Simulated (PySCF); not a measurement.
PySCF input file for Al(Me)(OSiH3) (CH6AlOSi), SMILES [CH3][Al+][O][SiH3], charge +1, PBE-D3(BJ)/def2-SVP. Coordinates come from a PBE-D3(BJ)/def2-SVP optimisation. The multiplicity is an assumed one; no other spin state was optimised. The isomer is the one that the SMILES or the coordinates give; other isomers of the formula were not compared. The values are those of a single conformer.

```python
import numpy as np
from pyscf import gto, scf, dft, df
from pyscf.hessian import thermo

mol = gto.M(
    atom='''
    Al    0.00000000   -0.00000000    1.13695569
    C    -0.00000000    0.00000000    3.05337272
    H    -0.02563906    1.04661537    3.42076971
    H     0.91921502   -0.50110360    3.42076971
    H    -0.89357596   -0.54551177    3.42076972
    O    -0.00000000   -0.00000000   -0.50526213
    Si    0.00000000    0.00000000   -2.24075906
    H     1.37349177    0.42293641   -2.65008184
    H    -1.05301956    0.97801057   -2.65008184
    H    -0.32047221   -1.40094698   -2.65008184
    ''',
    basis='def2-SVP',
    charge=1,
    spin=0,
    max_memory=1600,
    verbose=3,
)
mf = dft.RKS(mol, xc='pbe').density_fit(auxbasis='def2-universal-jkfit')
mf.disp = 'd3bj'
mf.grids.level = 3
mf.conv_tol = 1e-11
mf.max_cycle = 100
mf.kernel()

# analytic Hessian; the response equations are solved on a coarser grid
h, args, fine = mf.Hessian(), (mf.mo_energy, mf.mo_coeff, mf.mo_occ), mf.grids
h.max_memory = max(150, 2.5e-5 * df.make_auxmol(mol, mf.with_df.auxbasis).nao * mol.nelec[0] * (mol.nelec[0] + mol.nao))  # MB; small integral blocks
h1ao = h.make_h1(mf.mo_coeff, mf.mo_occ)
mf.grids = dft.Grids(mol).set(level=1).build(with_non0tab=True)
mo1, mo_e1 = h.solve_mo1(*args, h1ao)
mf.grids = fine
hess = h.hess_elec(*args, mo1, mo_e1, h1ao) + h.hess_nuc()
if mf.do_disp():
    hess += h.get_dispersion()
for i in range(mol.natm):  # the analytic DFT Hessian lacks the response of the grid: restore translational invariance
    hess[i, i] -= hess[i].sum(axis=0)
hess = (hess + hess.transpose(1, 0, 3, 2)) / 2
vib = thermo.harmonic_analysis(mol, hess, imaginary_freq=False)
thermo.dump_normal_mode(mol, vib)
th = thermo.thermo(mf, vib['freq_au'][vib['freq_au'] > 0], 298.15, 101325)
thermo.dump_thermo(mol, th)
g0 = mf.nuc_grad_method().set(verbose=0).kernel()

# dipole derivatives [dipole axis, atom, xyz] from the same response
r, irp = mol.intor('int1e_r'), mol.intor('int1e_irp').reshape(3, 3, mol.nao, mol.nao)
sl, dm0, ok = mol.aoslice_by_atom(), np.array(mf.make_rdm1()), []
dmu = np.einsum('a,xt->xat', mol.atom_charges(), np.eye(3))
for a, (_, _, p0, p1) in enumerate(sl):
    dmu[:, a] += 2 * np.einsum('xtij,ij->xt', irp[:, :, :, p0:p1], dm0.reshape(-1, mol.nao, mol.nao).sum(0)[:, p0:p1])
    for u, c, occ, f in [(mo1, mf.mo_coeff, mf.mo_occ, 4)]:
        dmu[:, a] -= f * np.einsum('tui,xuv,vi->xt', u[a], r, c[:, occ > 0], optimize=True)
L = vib['norm_mode']
ir = 974.8801 * (np.einsum('xat,kat->kx', dmu, L) ** 2).sum(1)       # km/mol
apt = np.einsum('xax->a', dmu) / 3
print('mode   freq/cm-1   IR/(km/mol)')
for k, w in enumerate(vib['freq_wavenumber']):
    print(f'{k + 1:4d} {w:11.2f} {ir[k]:13.3f}')
print('max |gradient| / (hartree/bohr):', abs(g0).max())
print('APT charges:', apt.round(4))
```

Program output:

```
converged SCF energy = -647.988358823872

WARN: DFTD3 does not support analytical Hessian, using finite difference


WARN: Mole.unit (angstrom) is changed to Bohr

Mode                                 0                   1                   2
Irrep
Freq [cm^-1]                      -19.0562             77.3159             77.3331
Reduced mass [au]                   1.0080              3.9217              3.9217
Force const [Dyne/A]               -0.0002              0.0138              0.0138
Char temp [K]                     -27.4177            111.2403            111.2652
Normal mode                   x     y     z       x     y     z       x     y     z
       0  Al                -0.00  0.00  0.00    0.05  0.06 -0.00    0.06 -0.05  0.00
       1   C                 0.00 -0.00  0.00   -0.08 -0.10 -0.00   -0.10  0.08  0.00
       2   H                 0.46  0.01  0.00   -0.11 -0.14  0.10   -0.14  0.11 -0.09
       3   H                -0.22 -0.41 -0.00   -0.11 -0.14  0.03   -0.14  0.11  0.13
       4   H                -0.24  0.40  0.00   -0.11 -0.14 -0.13   -0.14  0.11 -0.04
       5   O                -0.00 -0.00  0.00    0.09  0.10 -0.00    0.10 -0.09  0.00
       6  Si                 0.00 -0.00 -0.00   -0.04 -0.05  0.00   -0.05  0.04 -0.00
       7   H                -0.10  0.32  0.00   -0.07 -0.09 -0.14   -0.09  0.08 -0.09
       8   H                -0.23 -0.25 -0.00   -0.08 -0.09 -0.01   -0.09  0.07  0.17
       9   H                 0.33 -0.08 -0.00   -0.08 -0.09  0.15   -0.09  0.07 -0.08
Mode                                 3                   4                   5
Irrep
Freq [cm^-1]                      162.8273            162.8336            429.7073
Reduced mass [au]                   6.0093              6.0094              5.8468
Force const [Dyne/A]                0.0939              0.0939              0.6361
Char temp [K]                     234.2722            234.2812            618.2532
Normal mode                   x     y     z       x     y     z       x     y     z
       0  Al                 0.07  0.10 -0.00    0.10 -0.07  0.00   -0.00 -0.00  0.06
       1   C                -0.03 -0.05  0.00   -0.05  0.03  0.00    0.00  0.00  0.17
       2   H                -0.07 -0.09  0.12   -0.09  0.07 -0.10   -0.00  0.00  0.16
       3   H                -0.07 -0.09  0.02   -0.09  0.07  0.16    0.00 -0.00  0.16
       4   H                -0.07 -0.09 -0.15   -0.09  0.07 -0.06   -0.00 -0.00  0.16
       5   O                -0.10 -0.13 -0.00   -0.13  0.10 -0.00    0.00  0.00 -0.01
       6  Si                 0.01  0.01 -0.00    0.01 -0.01 -0.00   -0.00 -0.00 -0.13
       7   H                 0.03  0.05  0.12    0.05 -0.04  0.09    0.00  0.00 -0.12
       8   H                 0.04  0.05  0.02    0.04 -0.03 -0.15   -0.00  0.00 -0.12
       9   H                 0.04  0.04 -0.13    0.05 -0.03  0.06   -0.00 -0.00 -0.12
Mode                                 6                   7                   8
Irrep
Freq [cm^-1]                      681.1624            681.1652            692.0176
Reduced mass [au]                   1.1684              1.1684              7.6755
Force const [Dyne/A]                0.3194              0.3194              2.1657
Char temp [K]                     980.0411            980.0451            995.6592
Normal mode                   x     y     z       x     y     z       x     y     z
       0  Al                -0.00  0.00 -0.00    0.00  0.00 -0.00    0.00  0.00  0.11
       1   C                 0.01 -0.00  0.00   -0.00 -0.01  0.00   -0.00 -0.00 -0.16
       2   H                -0.02  0.00 -0.02    0.01  0.01 -0.06    0.00 -0.01 -0.15
       3   H                -0.01  0.00  0.06    0.01  0.02  0.01   -0.00  0.00 -0.15
       4   H                -0.02  0.01 -0.04    0.00  0.02  0.04    0.00  0.00 -0.15
       5   O                 0.06 -0.01 -0.00   -0.01 -0.06 -0.00    0.00 -0.00  0.09
       6  Si                -0.05  0.01  0.00    0.01  0.05  0.00   -0.00  0.00 -0.07
       7   H                 0.15 -0.02  0.65   -0.03 -0.14 -0.32    0.00  0.00 -0.05
       8   H                 0.15 -0.03 -0.60   -0.02 -0.14 -0.40   -0.00  0.00 -0.05
       9   H                 0.14 -0.02 -0.04   -0.03 -0.15  0.72   -0.00 -0.00 -0.05
Mode                                 9                  10                  11
Irrep
Freq [cm^-1]                      704.2360            704.2483            903.4346
Reduced mass [au]                   1.2398              1.2398              1.0504
Force const [Dyne/A]                0.3623              0.3623              0.5051
Char temp [K]                    1013.2388           1013.2565           1299.8412
Normal mode                   x     y     z       x     y     z       x     y     z
       0  Al                 0.00  0.04 -0.00    0.04 -0.00 -0.00   -0.00 -0.00  0.00
       1   C                -0.00 -0.12  0.00   -0.12  0.00  0.00    0.00  0.00  0.00
       2   H                 0.00  0.13 -0.67    0.25  0.00  0.02   -0.00 -0.00  0.01
       3   H                 0.05  0.22  0.32    0.16  0.05 -0.58   -0.00 -0.00  0.00
       4   H                -0.05  0.22  0.35    0.16 -0.05  0.57   -0.00 -0.00 -0.01
       5   O                -0.00 -0.00 -0.00   -0.00  0.00 -0.00    0.00  0.00 -0.00
       6  Si                 0.00 -0.01  0.00   -0.01 -0.00  0.00   -0.02 -0.03  0.00
       7   H                -0.00  0.02  0.01    0.01 -0.00  0.07   -0.20  0.46 -0.14
       8   H                 0.00  0.02  0.05    0.02  0.00 -0.04    0.53  0.55 -0.03
       9   H                -0.00  0.01 -0.07    0.02  0.00 -0.02    0.24 -0.13  0.17
Mode                                12                  13                  14
Irrep
Freq [cm^-1]                      903.4387            916.9468           1146.1582
Reduced mass [au]                   1.0504              1.1266              2.0098
Force const [Dyne/A]                0.5051              0.5581              1.5556
Char temp [K]                    1299.8471           1319.2823           1649.0664
Normal mode                   x     y     z       x     y     z       x     y     z
       0  Al                 0.00 -0.00 -0.00    0.00 -0.00 -0.02    0.00  0.00 -0.07
       1   C                -0.00  0.00  0.00    0.00 -0.00  0.00   -0.00 -0.00 -0.06
       2   H                 0.00 -0.00  0.00    0.00 -0.01  0.02    0.00 -0.14  0.36
       3   H                 0.00 -0.00 -0.01   -0.00  0.00  0.02   -0.12  0.07  0.36
       4   H                 0.00 -0.00  0.00    0.00  0.00  0.02    0.12  0.07  0.36
       5   O                -0.00  0.00  0.00   -0.00  0.00  0.03    0.00 -0.00  0.14
       6  Si                 0.03 -0.02 -0.00   -0.00  0.00 -0.06   -0.00  0.00 -0.02
       7   H                -0.13  0.58  0.12    0.15  0.05  0.52   -0.02 -0.01 -0.08
       8   H                -0.04 -0.15 -0.18   -0.12  0.11  0.52    0.02 -0.02 -0.08
       9   H                -0.71  0.14  0.06   -0.04 -0.16  0.52    0.01  0.02 -0.08
Mode                                15                  16                  17
Irrep
Freq [cm^-1]                     1167.6255           1346.1745           1346.1841
Reduced mass [au]                   2.3077              1.0507              1.0507
Force const [Dyne/A]                1.8537              1.1218              1.1218
Char temp [K]                    1679.9531           1936.8453           1936.8593
Normal mode                   x     y     z       x     y     z       x     y     z
       0  Al                -0.00 -0.00 -0.07    0.00 -0.01 -0.00    0.01  0.00  0.00
       1   C                 0.00  0.00  0.10    0.00 -0.06  0.00    0.06  0.00 -0.00
       2   H                -0.00  0.14 -0.33   -0.02 -0.16  0.31   -0.71 -0.01 -0.01
       3   H                 0.12 -0.07 -0.33    0.36  0.49 -0.17   -0.06 -0.39 -0.27
       4   H                -0.12 -0.07 -0.33   -0.39  0.50 -0.15   -0.06  0.36  0.28
       5   O                 0.00 -0.00  0.15   -0.00  0.00  0.00   -0.00 -0.00  0.00
       6  Si                -0.00 -0.00 -0.02    0.00  0.00  0.00   -0.00  0.00  0.00
       7   H                -0.02 -0.00 -0.06   -0.00  0.00 -0.00    0.00 -0.00  0.00
       8   H                 0.01 -0.01 -0.06    0.00 -0.00 -0.00    0.00 -0.00 -0.00
       9   H                 0.00  0.02 -0.06   -0.00 -0.00  0.00   -0.00  0.00 -0.00
Mode                                18                  19                  20
Irrep
Freq [cm^-1]                     2208.3279           2235.6942           2235.6987
Reduced mass [au]                   1.0151              1.0548              1.0548
Force const [Dyne/A]                2.9168              3.1064              3.1064
Char temp [K]                    3177.2922           3216.6662           3216.6726
Normal mode                   x     y     z       x     y     z       x     y     z
       0  Al                 0.00  0.00 -0.00   -0.00 -0.00 -0.00   -0.00  0.00 -0.00
       1   C                 0.00 -0.00 -0.00   -0.00 -0.00  0.00   -0.00  0.00  0.00
       2   H                -0.00  0.00  0.00    0.00  0.00  0.00   -0.00 -0.00  0.00
       3   H                 0.00 -0.00  0.00   -0.00 -0.00 -0.00    0.00 -0.00  0.00
       4   H                -0.00 -0.00  0.00    0.00 -0.00 -0.00    0.00  0.00 -0.00
       5   O                -0.00 -0.00  0.00    0.00  0.00  0.00    0.00 -0.00  0.00
       6  Si                 0.00  0.00  0.02   -0.01 -0.04  0.00   -0.04  0.01  0.00
       7   H                 0.53  0.16 -0.15    0.41  0.11 -0.12    0.61  0.19 -0.18
       8   H                -0.40  0.38 -0.15   -0.26  0.22 -0.10    0.50 -0.47  0.19
       9   H                -0.12 -0.54 -0.15    0.17  0.74  0.22   -0.02 -0.04 -0.01
Mode                                21                  22                  23
Irrep
Freq [cm^-1]                     2976.3257           3095.5016           3095.5031
Reduced mass [au]                   1.0314              1.1047              1.1047
Force const [Dyne/A]                5.3831              6.2366              6.2366
Char temp [K]                    4282.2700           4453.7376           4453.7398
Normal mode                   x     y     z       x     y     z       x     y     z
       0  Al                 0.00 -0.00  0.00    0.00  0.00 -0.00   -0.00  0.00  0.00
       1   C                -0.00 -0.00 -0.05    0.07  0.06 -0.00   -0.06  0.07  0.00
       2   H                -0.01  0.54  0.18    0.02 -0.44 -0.16    0.01 -0.58 -0.21
       3   H                 0.47 -0.26  0.18   -0.24  0.15 -0.10    0.59 -0.32  0.24
       4   H                -0.46 -0.28  0.18   -0.62 -0.37  0.26    0.07  0.06 -0.03
       5   O                 0.00  0.00  0.00    0.00  0.00  0.00   -0.00  0.00 -0.00
       6  Si                -0.00 -0.00 -0.00   -0.00  0.00 -0.00   -0.00 -0.00 -0.00
       7   H                -0.00 -0.00  0.00    0.00  0.00 -0.00   -0.00  0.00  0.00
       8   H                 0.00 -0.00  0.00    0.00  0.00 -0.00   -0.00  0.00 -0.00
       9   H                 0.00  0.00  0.00    0.00  0.00  0.00   -0.00  0.00  0.00
temperature 298.1500 [K]
pressure 101325.00 [Pa]
Rotational constants [GHz] 52.86324 1.43029 1.43029
Symmetry number 3
Zero-point energy (ZPE) 0.06367 [Eh]   167177.290 [J/mol]
                           tot       elec      trans        rot        vib
Entropy [J/mol/K]       328.978      0.000    164.744     97.558     66.676
Cv [J/mol/K]             89.944      0.000     12.472     12.472     65.001
Cp [J/mol/K]             98.259      0.000     20.786     12.472     65.001
Internal energy [J/mol]                      3718.434   3718.434 177356.759
Internal energy [Eh]   -647.91797  -647.98836
Enthalpy [J/mol]                             6197.391   3718.434 177356.759
Enthalpy [Eh]          -647.91703
Gibbs free energy [J/mol]                  -42921.075 -25368.358 157477.309
Gibbs free energy [Eh] -647.95439
mode   freq/cm-1   IR/(km/mol)
   1      -19.06         0.000
   2       77.32         0.013
   3       77.33         0.013
   4      162.83        34.162
   5      162.83        34.162
   6      429.71         6.596
   7      681.16        50.937
   8      681.17        50.944
   9      692.02        21.333
  10      704.24        51.084
  11      704.25        51.091
  12      903.43        55.628
  13      903.44        55.628
  14      916.95       417.800
  15     1146.16       168.135
  16     1167.63       204.743
  17     1346.17         6.745
  18     1346.18         6.746
  19     2208.33        26.473
  20     2235.69        55.888
  21     2235.70        55.892
  22     2976.33        26.318
  23     3095.50        25.629
  24     3095.50        25.626
max |gradient| / (hartree/bohr): 2.900195339992171e-05
APT charges: [ 1.3979 -0.3541  0.0989  0.0989  0.0989 -1.1703  1.4854 -0.2185 -0.2185
 -0.2185]
```

Self-consistency was reached. The end point has an imaginary mode, so it is no minimum.
